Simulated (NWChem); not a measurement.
## Basis-set convergence for AgF

```xyz
2

Ag     0.0000     0.0000    -0.3172
F      0.0000     0.0000     1.6566
```
Charge 0, spin multiplicity 1.

The numbers come from NWChem runs, not from measurements. All single points use one geometry, from PBE0/def2-SVP with def2 effective core potentials on Ag, a minimum by its harmonic frequencies.

Quantity: dipole moment at the level B3LYP.

Effective core potentials replace the inner electrons of Ag; spin-orbit coupling is left out. B3LYP has NWChem's definition, with VWN1-RPA local correlation. The structure started from a generated list of species.

```
basis       functions  dipole moment (D)
----------  ---------  -----------------
def2-SVP           45         (withheld)
def2-SVPD          57         (withheld)
def2-TZVP          71         (withheld)
def2-TZVPD         80               5.68
def2-TZVPP         87               5.51
def2-QZVP         129               5.51
```

Task: Complete the blanks.

Result: 
- def2-SVP, dipole moment (D): 5.07
- def2-SVPD, dipole moment (D): 5.82
- def2-TZVP, dipole moment (D): 5.60
